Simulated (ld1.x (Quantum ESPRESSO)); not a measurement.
**Which change was made? (B, TM)**

```json
{
  "Element": "boron",
  "Generator": "ld1.x (Quantum ESPRESSO) 7.5",
  "Type": "norm-conserving Troullier–Martins (Kleinman–Bylander form)",
  "Functional": "PBEsol",
  "Relativity": "non-relativistic",
  "Frozen core": "[He]",
  "Valence charge": "3",
  "Reference configuration": "2s2 2p1",
  "Partial waves": "2s (bound): rc 1.15 bohr; 2p (bound): rc 2.05 bohr; 3d channel at 0.25 Ry: rc 1.55 bohr",
  "Local potential": "all-electron potential smoothed inside 1.90 bohr (lloc = -1)",
  "Core correction": "Bessel-smoothed model core, default radius (core density twice the valence density)"
}
```

Cutoffs, loose and tight: the cutoffs (Ry, on a coarse ladder) from which the occupation-weighted sum of valence levels, in a spherical-Bessel basis at the reference potential, stays within 10 and 1 mRy of its value at 400 Ry. They do not see the model core or the augmentation charge, which bear on the density cutoff. Test errors are all-electron minus pseudo excitation energies from the reference, over the configurations 2s2 2p0; 2s1 2p0; 2s2 2p0.5; 2s1 2p2; 2s1 2p1; 2s2 2p1.3; 2s0 2p3; variants that change the core or the reference have their own tests.

The base gives: outcome: generated; cutoff, loose: 25 Ry; cutoff, tight: 55 Ry; bound ghosts: none; largest test error (meV): +75.

(1) After one change the result is: outcome: generated; cutoff, loose: 21 Ry; cutoff, tight: 55 Ry; bound ghosts: none; largest test error (meV): +75. Which change was it?
A. wave 2s (bound): rc 1.15 bohr becomes 2s (bound): rc 1.36 bohr
B. wave 2s (bound): rc 1.15 bohr becomes 2s (bound): rc 0.80 bohr
C. wave 2s (bound): rc 1.15 bohr becomes 2s (bound): rc 0.94 bohr

## Answers

(1) A. The others give: wave 2s (bound): rc 1.15 bohr becomes 2s (bound): rc 0.80 bohr → outcome: generated; cutoff, loose: 140 Ry; cutoff, tight: 180 Ry; bound ghosts: s; largest test error (meV): +73 | wave 2s (bound): rc 1.15 bohr becomes 2s (bound): rc 0.94 bohr → outcome: generated; cutoff, loose: 70 Ry; cutoff, tight: 160 Ry; bound ghosts: none; largest test error (meV): +72.
